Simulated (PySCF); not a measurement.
CH4FNOSW, SMILES C[O][W](=[NH])([F])=[S], multiplicity 1.

The structure is a stationary point at PBE0-D3(BJ)/def2-SVP. The multiplicity is an assumed one; other spin states were not compared. The def2 effective core potentials stand for the cores of W; spin–orbit coupling is left out. The values are those of a single conformer.

These are HF/def2-TZVP run with PySCF values and carry that method's errors.

The molecule is in vacuum.

```json
{
 "total_energy": "-733.11905 hartree",
 "highest_occupied_level": "-9.93 eV",
 "lowest_empty_level": "1.51 eV",
 "orbital_gap": "11.44 eV",
 "dipole_moment": "4.00 D",
 "quadrupole, principal values (traceless, Buckingham form, about the centre of nuclear charge)": "-10.11, 3.00, 7.11 D·Å",
 "mean_static_polarisability": "77.3 bohr³ (11.45 Å³)",
 "polarisability_principal_values": "62.1, 73.1, 96.7 bohr³"
}
```
